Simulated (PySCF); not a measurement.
## `CSC1=CC=C[Si@H]1Cl`, C₅H₇ClSSi

Molfile (atoms numbered from 1):
```
C5H7ClSSi
     RDKit          3D

 15 15  0  0  0  0  0  0  0  0999 V2000
    2.2286   -1.7384    0.3149 C   0  0  0  0  0  0  0  0  0  0  0  0
    1.7660   -0.5281   -0.9622 S   0  0  0  0  0  0  0  0  0  0  0  0
    0.2467    0.0970   -0.4040 C   0  0  0  0  0  0  0  0  0  0  0  0
   -0.4276   -0.2531    0.7072 C   0  0  0  0  0  0  0  0  0  0  0  0
   -1.6881    0.4321    0.9084 C   0  0  0  0  0  0  0  0  0  0  0  0
   -2.0588    1.3303   -0.0187 C   0  0  0  0  0  0  0  0  0  0  0  0
   -0.7575    1.3994   -1.3733 Si  0  0  1  0  0  4  0  0  0  0  0  0
    0.2013    3.1595   -1.5459 Cl  0  0  0  0  0  0  0  0  0  0  0  0
    2.3460   -1.2345    1.2697 H   0  0  0  0  0  0  0  0  0  0  0  0
    1.4717   -2.5148    0.3735 H   0  0  0  0  0  0  0  0  0  0  0  0
    3.1751   -2.1644   -0.0018 H   0  0  0  0  0  0  0  0  0  0  0  0
   -0.0945   -0.9780    1.4334 H   0  0  0  0  0  0  0  0  0  0  0  0
   -2.2730    0.2026    1.7878 H   0  0  0  0  0  0  0  0  0  0  0  0
   -2.9783    1.8847    0.0524 H   0  0  0  0  0  0  0  0  0  0  0  0
   -1.1620    0.9137   -2.6878 H   0  0  0  0  0  0  0  0  0  0  0  0
  1  2  1  0
  2  3  1  0
  3  4  2  0
  4  5  1  0
  5  6  2  0
  6  7  1  0
  7  8  1  0
  7  3  1  0
  1  9  1  0
  1 10  1  0
  1 11  1  0
  4 12  1  0
  5 13  1  0
  6 14  1  0
  7 15  1  6
M  END
```

Level of theory: GIAO wB97X-D/pcSseg-1 magnetisability, rotational g tensor and spin-rotation constants, non-relativistic, gas phase (PySCF 2.14.0). Geometry: GFN2-xTB.

Give the nuclear spin-rotation constants along the inertial axes (H = +C I·J) beside the isotropic shieldings.

Rotational constants 1.7678, 0.8917, 0.6410 GHz. A star marks the isotopologue with that one atom substituted, in its own axes.
| atom | isotope | Caa (kHz) | Cbb (kHz) | Ccc (kHz) | mean (kHz) | σ (ppm) |
| --- | --- | --- | --- | --- | --- | --- |
| Cl8 | 35Cl | 0.179 | 0.098 | 0.034 | 0.103 | 996.3 |
| H9 | 1H | -0.177 | -0.088 | 0.006 | -0.087 | 29.6 |
| H10 | 1H | -0.161 | -0.022 | -0.048 | -0.077 | 29.6 |
| H11 | 1H | -0.061 | -0.039 | -0.073 | -0.058 | 29.6 |
| H12 | 1H | 0.118 | -0.076 | -0.066 | -0.008 | 25.8 |
| H13 | 1H | -0.186 | 0.088 | -0.060 | -0.053 | 24.7 |
| H14 | 1H | 0.081 | -0.039 | -0.081 | -0.013 | 26.2 |
| H15 | 1H | -0.156 | -0.076 | 0.028 | -0.068 | 26.5 |
| C1 | 13C* | 0.251 | 0.131 | 0.090 | 0.157 | 166.8 |
| S2 | 33S* | 0.403 | 0.270 | 0.177 | 0.283 | 472.8 |
| C3 | 13C* | 0.869 | 0.362 | 0.111 | 0.447 | 28.2 |
| C4 | 13C* | 0.823 | 0.277 | 0.116 | 0.405 | 52.3 |
| C5 | 13C* | 0.661 | 0.442 | 0.123 | 0.409 | 28.5 |
| C6 | 13C* | 0.662 | 0.349 | 0.098 | 0.370 | 60.5 |
| Si7 | 29Si* | -1.081 | -0.527 | -0.432 | -0.680 | 355.8 |

For the geometry as given, no vibrational averaging.

How do the rotational constants and the g tensor change when H9, H10, H11, H12, H13, H14, H15 are replaced by deuterium?

Constants 1.6030, 0.8079, 0.5860 GHz; g -0.0263, -0.0118, -0.0034, against -0.0286, -0.0129, -0.0037 before.
